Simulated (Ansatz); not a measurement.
Basis-set extrapolation for `OC[SiH2]S` (PBE0-D4/def2-TZVP geometry, frozen core, Ansatz 0.2.0). Multiplicity 1, RHF reference.

|  | def2-TZVPP | def2-QZVPP |
| --- | --- | --- |
| HF | -802.778515 | -802.804413 |
| MP2 correlation | -0.719240 | -0.775770 |
| CCSD(T) correlation | -0.797721 | not run |

Energies in hartree. Use E(X) = E(∞) + A·exp(−7.88·√X) for Hartree–Fock and E(X) = E(∞) + B·X^(−2.97) for correlation, with X = 3 and 4, and add CCSD(T) minus MP2 of the smaller set to the MP2 limit.

Q: What is the CCSD(T) energy at the basis-set limit?

A: HF limit: -802.804413 + (-0.025898) × 0.13774 = -802.80798. MP2 limit: -0.775770 + (-0.056530) × 0.74074 = -0.81764. Higher-order term: -0.797721 − (-0.719240) = -0.07848. Total: -803.70410 hartree, 3.48 eV below CCSD(T)/def2-TZVPP.
